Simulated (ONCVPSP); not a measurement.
## An all-electron radial function and its pseudo partner (Ni (Z = 28))

Columns: radius, all-electron u(r) and pseudo u(r) of the 3d shell (level -28.37 eV) of nickel in the configuration [Ne] 3s2 3p6 3d8; Wu-Cohen, scalar-relativistic, ONCV scheme, ONCVPSP 4.0.1.

```
r (bohr)  all-electron  pseudo
   0.055        0.0233  0.0059
   0.110        0.1176  0.0437
   0.165        0.2628  0.1335
   0.220        0.4246  0.2765
   0.275        0.5783  0.4552
   0.330        0.7106  0.6409
   0.385        0.8160  0.8050
   0.440        0.8946  0.9273
   0.495        0.9481  1.0011
   0.550        0.9798  1.0316
   0.605        0.9936  1.0319
   0.660        0.9931  1.0148
   0.715        0.9817  0.9905
   0.770        0.9622  0.9642
   0.825        0.9369  0.9369
   0.880        0.9076  0.9075
   0.935        0.8757  0.8756
   0.990        0.8422  0.8421
   1.045        0.8079  0.8078
   1.100        0.7734  0.7733
   1.155        0.7391  0.7390
   1.210        0.7053  0.7052
   1.265        0.6722  0.6721
   1.320        0.6399  0.6399
   1.375        0.6087  0.6086
   1.430        0.5784  0.5783
```

Question: How many radial nodes do the two functions have?

Answer: The all-electron 3d function has n − l − 1 = 0; the pseudo-wave has 0.

Question: At about which radius was the pseudo-wave matched?

Answer: 0.85 bohr, where the columns begin to agree (steps of 0.06 bohr).

Question: Is the pseudo-wave norm-conserving?

Answer: Yes: the ONCV scheme keeps the norm inside the radius equal to the all-electron one, which fixes the energy derivative of the logarithmic derivative at the level.
